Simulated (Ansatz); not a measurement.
Cl2HISi, SMILES `Cl[SiH](Cl)I`, relaxed with RKS PBE0-D4/def2-TZVP in Ansatz from a PBE-D4/def2-SVP geometry. The force threshold is 0.005 eV/Å; the program also tests the step.

Charge 0, multiplicity 1. I: def2 effective core potential.

Start:

```xyz
5

Cl    1.966    0.524    0.316
Si    0.013    0.038   -0.145
Cl   -1.215    1.632    0.316
I    -0.677   -1.943    1.118
H    -0.088   -0.251   -1.606
```

| step | energy (eV) | largest force (eV/Å) | largest move (Å) |
| --- | --- | --- | --- |
| 1 | -41034.2462 | 0.559 | 0.000 |
| 2 | -41034.2712 | 0.308 | 0.045 |
| 3 | -41034.2755 | 0.078 | 0.020 |
| 4 | -41034.2755 | 0.077 | 0.008 |
| 5 | -41034.2757 | 0.004 | 0.004 |

End:

```xyz
5

Cl    1.936    0.518    0.309
Si    0.012    0.035   -0.142
Cl   -1.196    1.609    0.309
I    -0.669   -1.920    1.106
H    -0.084   -0.242   -1.584
```

Hardware: 2 threads of a server CPU on a shared host. Wall time 30 s, peak host memory 0.5 GiB.
